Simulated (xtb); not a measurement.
GeI, doublet, from a rough starting geometry; GFN2-xTB in xtb 6.7.1.

Input for xtb:
```
$ xtb mol.xyz --gfn 2 --uhf 1 --opt vtight --json

# file mol.xyz
2

Ge     0.05346689    -0.04684187    -1.27782087
I     -0.10813452     0.06985889     1.25286573
```

What the program printed (banner, timings and long lists left out):

```
   ID    Z sym.   atoms
    1   32 Ge     1
    2   53 I      2

           -------------------------------------------------
          |                Calculation Setup                |
           -------------------------------------------------

           -------------------------------------------------
          |                 G F N 2 - x T B                 |
           -------------------------------------------------

          ...................................................
          :                      SETUP                      :
          :.................................................:
          :  # basis functions                  20          :
          :  # atomic orbitals                  18          :
          :  # shells                            6          :
          :  # electrons                        11          :
          :  max. iterations                   250          :
          :  Hamiltonian                  GFN2-xTB          :
          :  restarted?                      false          :
          :  GBSA solvation                  false          :
          :  PC potential                    false          :
          :  electronic temp.          300.0000000     K    :
          :  accuracy                    1.0000000          :
          :  -> integral cutoff          0.2500000E+02      :
          :  -> integral neglect         0.1000000E-07      :
          :  -> SCF convergence          0.1000000E-05 Eh   :
          :  -> wf. convergence          0.1000000E-03 e    :
          :  Broyden damping             0.4000000          :
          :  net charge                          0          :
          :  unpaired electrons                  1          :
          ...................................................

 iter      E             dE          RMSdq      gap      omega  full diag
   1     -4.3674444 -0.436744E+01  0.363E+01    0.00       0.0  T
   2     -3.6431252  0.724319E+00  0.696E+01    0.00       1.0  T
   3     -5.5432404 -0.190012E+01  0.255E+01    0.00       1.0  T
   4     -5.6534707 -0.110230E+00  0.147E+01    0.00       1.0  T
   5     -5.7020994 -0.486287E-01  0.984E+00    0.00       1.0  T
   6     -5.7098373 -0.773791E-02  0.161E+01    0.00       1.0  T
   7     -5.6163422  0.934951E-01  0.200E+01    0.00       1.0  T
   8     -5.7567113 -0.140369E+00  0.142E+01    0.00       1.0  T
   9     -5.7564481  0.263164E-03  0.174E+01    0.00       1.0  T
  10     -5.7622935 -0.584538E-02  0.621E+00    0.00       1.0  T
  11     -5.7618991  0.394381E-03  0.225E+00    0.00       1.0  T
  12     -5.7621841 -0.284980E-03  0.883E-01    0.00       1.0  T
  13     -5.7622928 -0.108704E-03  0.329E-01    0.00       1.0  T
  14     -5.7623682 -0.753661E-04  0.118E-01    0.00       1.0  T
  15     -5.7623932 -0.250600E-04  0.582E-02    0.00       1.2  T
  16     -5.7623937 -0.497971E-06  0.171E-02    0.00       4.1  T
  17     -5.7623938 -0.340919E-07  0.858E-03    0.00       8.2  T
  18     -5.7623938 -0.429939E-08  0.136E-03    0.00      52.2  T
  19     -5.7623938  0.560707E-11  0.701E-04    0.00     100.8  T
  20     -5.7623938 -0.413936E-10  0.134E-04    0.00     526.1  T

   *** convergence criteria satisfied after 20 iterations ***

         :::::::::::::::::::::::::::::::::::::::::::::::::::::
         ::                     SUMMARY                     ::
         :::::::::::::::::::::::::::::::::::::::::::::::::::::
         :: total energy              -5.757876504635 Eh    ::
         :: gradient norm              0.003044823059 Eh/a0 ::
         :: HOMO-LUMO gap              0.000000000000 eV    ::
         ::.................................................::
         :: SCC energy                -5.762393755537 Eh    ::
         :: -> isotropic ES           -0.006915987503 Eh    ::
         :: -> anisotropic ES          0.001460621813 Eh    ::
         :: -> anisotropic XC         -0.005725969855 Eh    ::
         :: -> dispersion             -0.001134993799 Eh    ::
         :: repulsion energy           0.004517250902 Eh    ::
         :: add. restraining           0.000000000000 Eh    ::
         :: total charge              -0.000000000000 e     ::
         :::::::::::::::::::::::::::::::::::::::::::::::::::::

      -----------------------------------------------------------
     |                   =====================                   |
     |                        A N C O P T                        |
     |                   =====================                   |
     |               Approximate Normal Coordinate               |
     |                Rational Function Optimizer                |
      -----------------------------------------------------------
      -----------------------------------------------------------
     |                   =====================                   |
     |                        A N C O P T                        |
     |                   =====================                   |
     |               Approximate Normal Coordinate               |
     |                Rational Function Optimizer                |
      -----------------------------------------------------------

          ...................................................
          :                      SETUP                      :
          :.................................................:
          :   optimization level         verytight          :
          :   max. optcycles                   200          :
          :   ANC micro-cycles                  20          :
          :   degrees of freedom                 1          :
          :.................................................:
          :   RF solver                   davidson          :
          :   write xtbopt.log                true          :
          :   linear (good luck)              true          :
          :   energy convergence         0.1000000E-06 Eh   :
[...]
 * total energy  :    -5.7578765 Eh     change       -0.2042810E-13 Eh
 * total energy  :    -5.7573230 Eh     change        0.5534996E-03 Eh
 * total energy  :    -5.7578953 Eh     change       -0.5723043E-03 Eh
 * total energy  :    -5.7578955 Eh     change       -0.2208963E-06 Eh
 * total energy  :    -5.7578957 Eh     change       -0.1916276E-06 Eh
 * total energy  :    -5.7578957 Eh     change       -0.9974244E-11 Eh
   *** GEOMETRY OPTIMIZATION CONVERGED AFTER 6 ITERATIONS ***
[...]
          :  electronic temp.          300.0000000     K    :
          :  accuracy                    1.0000000          :
          :  -> integral cutoff          0.2500000E+02      :
          :  -> integral neglect         0.1000000E-07      :
          :  -> SCF convergence          0.1000000E-05 Eh   :
          :  -> wf. convergence          0.1000000E-03 e    :
          :  Broyden damping             0.4000000          :
          :  net charge                          0          :
          :  unpaired electrons                  1          :
          ...................................................

 iter      E             dE          RMSdq      gap      omega  full diag
   1     -5.7621089 -0.576211E+01  0.869E-06    0.00       0.0  T
   2     -5.7621089  0.000000E+00  0.269E-06    0.00   26260.1  T
   3     -5.7621089 -0.710543E-14  0.401E-06    0.00   17634.6  T

   *** convergence criteria satisfied after 3 iterations ***

         :::::::::::::::::::::::::::::::::::::::::::::::::::::
         ::                     SUMMARY                     ::
         :::::::::::::::::::::::::::::::::::::::::::::::::::::
         :: total energy              -5.757895721859 Eh    ::
         :: gradient norm              0.000000343247 Eh/a0 ::
         :: HOMO-LUMO gap              0.000000000000 eV    ::
         ::.................................................::
         :: SCC energy                -5.762108894370 Eh    ::
         :: -> isotropic ES           -0.006935764931 Eh    ::
         :: -> anisotropic ES          0.001471409680 Eh    ::
         :: -> anisotropic XC         -0.005647102960 Eh    ::
         :: -> dispersion             -0.001134945376 Eh    ::
         :: repulsion energy           0.004213172511 Eh    ::
         :: add. restraining           0.000000000000 Eh    ::
         :: total charge              -0.000000000000 e     ::
         :::::::::::::::::::::::::::::::::::::::::::::::::::::

           -------------------------------------------------
          |                Property Printout                |
           -------------------------------------------------

    * Orbital Energies and Occupations

         #    Occupation            Energy/Eh            Energy/eV
      -------------------------------------------------------------
         1        2.0000           -0.7195624             -19.5803
         2        2.0000           -0.6149316             -16.7331
         3        2.0000           -0.4169185             -11.3449
         4        2.0000           -0.4080797             -11.1044
         5        2.0000           -0.4080797             -11.1044
         6        0.5000           -0.2753055              -7.4914 (HOMO)
         7        0.5000           -0.2753055              -7.4914 (LUMO)
         8                         -0.1792736              -4.8783
         9                         -0.0354247              -0.9640
        10                         -0.0354247              -0.9640
        11                          0.0194444               0.5291
        12                          0.0194444               0.5291
        13                          0.0521564               1.4192
        14                          0.0521564               1.4192
        15                          0.1129108               3.0725
        16                          0.1926661               5.2427
        17                          0.1926661               5.2427
        18                          0.9499679              25.8499
      -------------------------------------------------------------
                  HL-Gap            0.0000000 Eh            0.0000 eV
             Fermi-level           -0.3084990 Eh           -8.3947 eV

     #   Z          covCN         q      C6AA      α(0)
     1  32 Ge       0.876     0.213   282.783    35.969
     2  53 I        0.876    -0.213   387.723    33.992

 Mol. C6AA /au·bohr⁶  :       1319.542180
 Mol. C8AA /au·bohr⁸  :     121352.968609
 Mol. α(0) /au        :         69.960869

Wiberg/Mayer (AO) data.
largest (>0.10) Wiberg bond orders for each atom

 ---------------------------------------------------------------------------
     #   Z sym  total        # sym  WBO       # sym  WBO       # sym  WBO
 ---------------------------------------------------------------------------
     1  32 Ge   1.307 --     2 I    1.307
     2  53 I    1.307 --     1 Ge   1.307
 ---------------------------------------------------------------------------

Topologies differ in total number of bonds
Writing topology from bond orders to xtbtopo.mol

molecular dipole:
                 x           y           z       tot (Debye)
 q only:        0.065      -0.047      -1.021
   full:        0.143      -0.103      -2.235       5.699
molecular quadrupole (traceless):
                xx          xy          yy          xz          yz          zz
 q only:       -0.030       0.006      -0.023       0.077      -0.032       0.053
  q+dip:        1.688       0.028       1.713       0.506      -0.313      -3.401
   full:        2.356       0.034       2.386       0.635      -0.406      -4.742

           -------------------------------------------------
          |                Geometry Summary                 |
           -------------------------------------------------

      molecular mass/u    :      199.5320221
   center of mass at/Å    :       -0.0493957       0.0274405       0.3330125
  moments of inertia/u·Å² :       -0.8382888E-15   0.2999009E+03   0.2999009E+03
rotational constants/cm⁻¹ :       -0.2010958E+17   0.5621067E-01   0.5621067E-01

optimized geometry written to: xtbopt.xyz

           -------------------------------------------------
          | TOTAL ENERGY               -5.757895721859 Eh   |
          | GRADIENT NORM               0.000000343247 Eh/α |
          | HOMO-LUMO GAP               0.000000000000 eV   |
           -------------------------------------------------

normal termination of xtb
```
